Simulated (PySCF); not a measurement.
# Gas-phase thermal properties of SbCl₅

Method: PySCF energies (xtb for GFN2) plus ideal-gas RRHO corrections (1 bar). All species are closed-shell singlets. Sb: scalar-relativistic def2 core potential, no spin-orbit coupling. The harmonic model lacks anharmonicity and excited electronic states, which grow with temperature; levels with a mode under 35 cm⁻¹ are left out. Soft modes under 120 cm⁻¹ make the harmonic entropy rough for SbCl₅.

| level | point group | σ | ZPE (kJ/mol) | S°298 (J/mol/K) | Cp298 (J/mol/K) | S°1000 (J/mol/K) | H1000 − H298 (kJ/mol) |
|---|---|---|---|---|---|---|---|
| GFN2-xTB | D3h | 6 | 13.0 | 432.2 | 125.5 | 589.6 | 91.7 |
| PBE/def2-SVP | D3h | 6 | 15.7 | 413.6 | 122.5 | 569.5 | 91.0 |
| PBE0/def2-TZVP | D3h | 6 | 16.8 | 405.2 | 121.2 | 560.5 | 90.7 |
σ: rotational symmetry number. Electronic degeneracy used: 1. Frequencies are unscaled.
